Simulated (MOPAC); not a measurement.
Job for MOPAC: PM7 on AlClFH (SMILES [F][AlH][Cl]), a point of a bond scan (R = 1.400 Å).

```
PM7 1SCF PRECISE CHARGE=0 THREADS=1
AlClFH

Al    -0.56121200 1     0.17720720 1    -0.47070291 1
H     -1.63632546 1    -0.31523093 1    -1.21993972 1
F     -0.21592676 1     1.78615354 1    -0.49600494 1
Cl     0.64675761 1    -1.05936054 1     0.69919827 1
```

It printed:

```
*******************************************************************************
 **                                                                           **
 **                              MOPAC v23.2.5                                **
 **                                                                           **
 *******************************************************************************
 ** MOPAC's Digital Object Identifier: https://doi.org/10.5281/zenodo.6511958 **
 **                                                                           **
 ** Please cite the open-source release paper for use of this MOPAC version:  **
 ** J. E. Moussa and J. J. P. Stewart (2026)                                  **
 ** MOPAC: An open-source semiempirical molecular orbital program             **
 ** J. Open Source Softw., 11(119), 8025, https://doi.org/10.21105/joss.08025 **
 *******************************************************************************

                              PM7 CALCULATION RESULTS

 *******************************************************************************
 *  PM7        - The PM7 Hamiltonian to be used
 *
 *
 *
 *                 CHARGE ON SYSTEM = 0
 *
 *
 *
 *  PRECISE    - TIGHTER CRITERIA TO BE USED
 *  1SCF       - DO 1 SCF AND THEN STOP
 *  THREADS=1  - MULTI-THREADING NOT USED
 *  T=         - A TIME OF 172800.0 SECONDS REQUESTED
 *  DUMP=N     - RESTART FILE WRITTEN EVERY 7200.0 SECONDS REQUESTED
 *******************************************************************************
PM7 1SCF PRECISE CHARGE=0 THREADS=1
 AlClFH

   ATOM   CHEMICAL          X               Y               Z
  NUMBER   SYMBOL      (ANGSTROMS)     (ANGSTROMS)     (ANGSTROMS)

     1      Al         -0.56121200  *   0.17720720  *  -0.47070291  *
     2       H         -1.63632546  *  -0.31523093  *  -1.21993972  *
     3       F         -0.21592676  *   1.78615354  *  -0.49600494  *
     4      Cl          0.64675761  *  -1.05936054  *   0.69919827  *



          CARTESIAN COORDINATES

    NO.       ATOM           X           Y           Z

     1        Al         -0.5612      0.1772     -0.4707
     2         H         -1.6363     -0.3152     -1.2199
     3         F         -0.2159      1.7862     -0.4960
     4        Cl          0.6468     -1.0594      0.6992

 General Reference for PM7:
 "Optimization of Parameters for Semiempirical Methods VI: More Modifications to the
 NDDO Approximations and Re-optimization of Parameters", J. J. P. Stewart, J. Mol. Mod., 1:32, 19 (2013)
 https://link.springer.com/article/10.1007/s00894-012-1667-x

           Empirical Formula: H Al F Cl  =     4 atoms



      MOLECULAR POINT GROUP   :   Cs


      RHF CALCULATION, NO. OF DOUBLY OCCUPIED LEVELS = 9


 -------------------------------------------------------------------------------
 PM7 1SCF PRECISE CHARGE=0 THREADS=1
 AlClFH



     1SCF WAS SPECIFIED, SO BFGS WAS NOT USED
     SCF FIELD WAS ACHIEVED


                              PM7 CALCULATION
                                                       MOPAC v23.2.5 Linux




          FINAL HEAT OF FORMATION =       -115.26276 KCAL/MOL =    -482.25939 KJ/MOL


          COSMO AREA              =         99.81 SQUARE ANGSTROMS
          COSMO VOLUME            =         86.13 CUBIC ANGSTROMS

          IONIZATION POTENTIAL    =         12.271385 EV
          HOMO LUMO ENERGIES (EV) =        -12.271 -0.409
          NO. OF FILLED LEVELS    =          9
          MOLECULAR WEIGHT        =         82.4408         POINT GROUP:  Cs

          MOLECULAR DIMENSIONS (Angstroms)

            Atom       Atom       Distance
           Cl     4    F     3     3.20463
            H     2   Cl     4     2.34196
            H     2   Al     1     0.00000


          SCF CALCULATIONS        =          1





   ATOM   CHEMICAL          X               Y               Z
  NUMBER   SYMBOL      (ANGSTROMS)     (ANGSTROMS)     (ANGSTROMS)

     1      Al         -0.56121200  *   0.17720720  *  -0.47070291  *
     2       H         -1.63632546  *  -0.31523093  *  -1.21993972  *
     3       F         -0.21592676  *   1.78615354  *  -0.49600494  *
     4      Cl          0.64675761  *  -1.05936054  *   0.69919827  *

                             CARTESIAN COORDINATES

   1   Al       -0.561212000     0.177207200    -0.470702910
   2    H       -1.636325460    -0.315230930    -1.219939720
   3    F       -0.215926760     1.786153540    -0.496004940
   4   Cl        0.646757610    -1.059360540     0.699198270


           Empirical Formula: H Al F Cl  =     4 atoms



      MOLECULAR POINT GROUP   :   Cs


                  EIGENVALUES
 -40.64683 -26.34489 -16.68017 -16.30479 -16.08537 -14.57937 -13.67918 -12.60169
 -12.27139  -0.40909   0.41084   1.63203   3.65522  14.51194  15.05670  15.35061
  17.51231  18.44604  69.86646  69.96613  70.16010  70.18521  70.39108


              NET ATOMIC CHARGES AND DIPOLE CONTRIBUTIONS

  ATOM NO.   TYPE          CHARGE      No. of ELECS.   s-Pop       p-Pop       d-Pop
    1         Al           0.733078        2.2669     0.22875     1.18250     0.85567
    2          H          -0.211892        1.2119     1.21189
    3          F          -0.350182        7.3502     1.90113     5.44906
    4         Cl          -0.171004        7.1710     1.95789     5.21121     0.00190
 DIPOLE           X         Y         Z       TOTAL
 POINT-CHG.    -0.479    -1.189    -0.156     1.292
 HYBRID         0.284     0.972     0.043     1.013
 SUM           -0.195    -0.218    -0.112     0.313


          ATOMIC ORBITAL ELECTRON POPULATIONS

     Atom    s        px        py        pz      x^2-y^2     xz        z^2       yz        xy
    1 Al   0.22875   0.46771   0.36449   0.35029   0.17543   0.22627   0.08567   0.16572   0.20258
    2  H   1.21189
    3  F   1.90113   1.83383   1.77819   1.83704
    4 Cl   1.95789   1.71822   1.76787   1.72512   0.00074   0.00028   0.00049   0.00024   0.00015

 **********************
 *                    *
 * JOB ENDED NORMALLY *
 *                    *
 **********************




 == MOPAC DONE ==
```

The run finished.

Cost: around 0.05 core-seconds (rough).
